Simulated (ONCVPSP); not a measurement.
# aluminium (Al): ONCV pseudisation with PBEsol, scalar-relativistic reference atom.

```json
{"Element": "aluminium", "Generator": "ONCVPSP 4.0.1", "Type": "optimised norm-conserving Vanderbilt (ONCV)", "Functional": "PBEsol", "Relativity": "scalar-relativistic", "Frozen core": "[Ne]", "Valence charge": "3", "Reference configuration": "3s1 3p2", "Partial waves": "3s: rc 2.30 bohr, ncon 3, nbas 7, qcut 3.2 1/bohr, 2 projectors, debl 2.2 Ha; 3p: rc 2.50 bohr, ncon 4, nbas 8, qcut 2.8 1/bohr, 3 projectors, debl 0.5 Ha", "Local potential": "polynomial inside 1.80 bohr (lpopt 5, dvloc0 0 Ha)", "Core correction": "Teter function, fcfact 4.5, rcfact 1.3"}
```

Poles of the logarithmic derivatives, all-electron (AE) and pseudo (PS). s: poles at 0.7 (AE) and 0.7, 4.1 (PS) Ha. p: poles at 0.8, 4.3 (AE) and 0.8, 4.0 (PS) Ha. Test radii: s 2.33, p 2.54 bohr.

- Cutoffs needed: 4.2 Ha and 9.7 Ha (the cutoffs (Ha) at which the residual kinetic energy of the hardest occupied pseudo-wave falls to 1 and 0.1 mHa per electron) The cutoffs count occupied waves only; projector 2 of the s channel, the hardest unoccupied one, needs 16 Ha at the loose tolerance.
- Ghost test: no bound ghost flagged; GHOST(+) flags only above 600 eV
- Largest excitation error: -11 meV (all-electron minus pseudo) for 3s0 3p3, out of 4 test configurations
- rms error of d²Exc/dni dnj: 2.38 mHa without and 0.91 mHa with the model core
